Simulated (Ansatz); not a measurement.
C2H8O2Sn, SMILES `[CH3][Sn]([CH3])([OH])[OH]` at its PBE0-D4/def2-TZVP geometry, where that method's forces vanish. Total charge 0; spin multiplicity 1. Sn takes the def2 core potential.

```xyz
13

C     1.0098    1.6998    0.3306
Sn   -0.1624   -0.0668    0.2040
C    -0.0700   -1.3133   -1.5131
O     0.2456   -1.3105    1.6797
O    -1.9949    0.5912    0.5199
H     0.8827    2.2980   -0.5719
H     0.6764    2.2807    1.1906
H     2.0625    1.4438    0.4491
H    -0.5439   -0.8194   -2.3612
H    -0.5901   -2.2464   -1.2972
H     0.9687   -1.5351   -1.7584
H     0.1635   -0.9126    2.5491
H    -2.6480   -0.1095    0.5788
```

Task: What forces (eV/Å) does ωB97M-V/def2-TZVPP give on these atoms in Ansatz 0.2.0? (Best estimate.)

Result: Ansatz gave: 
```
C1  -0.018 -0.025 -0.008
Sn2  0.053  0.022 -0.066
C3   0.004  0.020  0.027
O4  -0.011  0.046  0.035
O5  -0.015 -0.056 -0.001
H6   0.019 -0.038  0.079
H7   0.035 -0.040 -0.070
H8  -0.080  0.034 -0.010
H9   0.040 -0.049  0.057
H10  0.041  0.070 -0.026
H11 -0.086  0.009  0.008
H12  0.012 -0.038 -0.024
H13  0.006  0.045 -0.001
```
